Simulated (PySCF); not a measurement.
Ge(Cl)2(Me)(OH) (CH₄Cl₂GeO), SMILES [CH3][Ge]([OH])([Cl])[Cl].

The structure is a stationary point at B3LYP-D3(BJ)/def2-SVP. This is a generated structure with no PubChem entry under its InChIKey; it may be hypothetical. Other conformers were not sampled.

The numbers are results of TDA-B3LYP/def2-SVPD in PySCF, not measurements.

Vertical excitations. Gas-phase values at a fixed geometry. State labels are in the subgroup Cs.

```tsv
state	symmetry	energy (eV)	λ (nm)	f	main pairs
S1	A"	6.38	194	0.004	HOMO→LUMO 95 %
S2	A"	6.64	187	0.029	HOMO−2→LUMO 90 %
S3	A'	6.70	185	0.082	HOMO−1→LUMO 95 %
S4	A'	6.95	178	0.046	HOMO−3→LUMO 93 %
S5	A"	7.20	172	0.089	HOMO−4→LUMO 92 %
S6	A"	7.71	161	0.003	HOMO→LUMO+1 86 %
S7	A"	7.90	157	0.002	HOMO−2→LUMO+1 88 %
S8	A'	7.93	156	0.053	HOMO−1→LUMO+1 83 %, HOMO−5→LUMO 13 %
S9	A'	8.05	154	0.048	HOMO−5→LUMO 51 %, HOMO→LUMO+3 30 %, HOMO−1→LUMO+1 11 %
S10	A'	8.21	151	0.026	HOMO−3→LUMO+1 95 %
T1	A"	5.96	208	0	HOMO→LUMO 94 %
T2	A'	6.12	203	0	HOMO−1→LUMO 95 %
T3	A"	6.14	202	0	HOMO−2→LUMO 94 %
T4	A'	6.40	194	0	HOMO−3→LUMO 93 %
```
Triplets are in the Tamm–Dancoff approximation.
